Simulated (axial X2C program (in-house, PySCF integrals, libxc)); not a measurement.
## MoSi: properties at the nuclei

Calculated with an axial X2C code built on PySCF integrals: two-component X2C with atomic mean-field Coulomb and Gaunt terms, Gaussian nuclei, basis Mo dyall-cv3z, Si dyall-v3z with contracted cores.

R = 2.369 Å (near the PBE0 minimum at charge 0 of the determinant lowest at the starting distance; the state shown can have its own minimum elsewhere).

Determinant lowest in the PBE0 search, Ω = 3 (⟨Sz⟩ = 2.00, ⟨Lz⟩ = 1.00 at PBE0), spin on the atoms Mo 2.37, Si -0.37:

```tsv
level	Eeff magnitude (GV/cm)	Ws magnitude Mo (kHz)	A∥/gI Mo (MHz)	qzz Mo (a.u.)	A∥/gI Si (MHz)	qzz Si (a.u.)	μ (D)
PBE0	1.48	0.234	384	-0.21	63.6	-1.55	-2.66
HF	2.38	0.376	248	-0.55	62.4	-1.71	-2.66
r2SCAN	1.63	0.256	452	-0.21	57.1	-1.47	-2.63
LDA	1.25	0.193	464	-0.32	47	-1.43	-1.91
BHandHLYP	1.43	0.22	319	-0.18	63.9	-1.69	-2.91
```

Eeff is the effective electric field on the electron electric dipole moment in this Ω state and Ws the scalar–pseudoscalar constant of the nucleus named (defined with the proton number Z and per Ω); A∥ (defined per Ω) follows by multiplying with gI = μI/(I μN); qzz is the electric field gradient, eQq0 = 234.96 MHz × Q/barn × qzz; μ is positive if the Si end (last atom) is positive. The operators were transformed with the bare-nucleus X2C matrices; with these basis sets, hyperfine constants and field gradients can be off by tens of per cent, and where levels differ in sign neither size nor sign is settled.

(1) With gI(95Mo) = -0.3657, gI(29Si) = -1.1106 (g factors from the IAEA table of nuclear moments by Stone), turn the PBE0 values of the first state into constants in MHz.

Each state is one determinant with collinear spin, which with several unpaired electrons need not be a pure state. Unrestricted Hartree–Fock can overshoot spin polarisation at the nuclei. With several open shells hyperfine constants can be off by a factor of several. In the state Ω = 3 the atomic spins oppose each other (2.37, -0.37): a broken-symmetry determinant whose values are not spin-projected. Open-shell Ω = 0 determinants with evenly filled partner blocks cannot be reached by this program, so the Ω shown need not be the lowest component. At HF, r2SCAN a later determinant lies lower. States lie within half an eV, so the first need not be the ground state. Further determinants of the search, some of them spin-mixed, are not shown. Where a field gradient or hyperfine factor spreads by more than a factor of two over the levels, a constant derived from it is not to be relied on.

Answers

(1) A∥(95Mo) = 384 × -0.3657 = -140 MHz; A∥(29Si) = 63.6 × -1.1106 = -70.6 MHz.
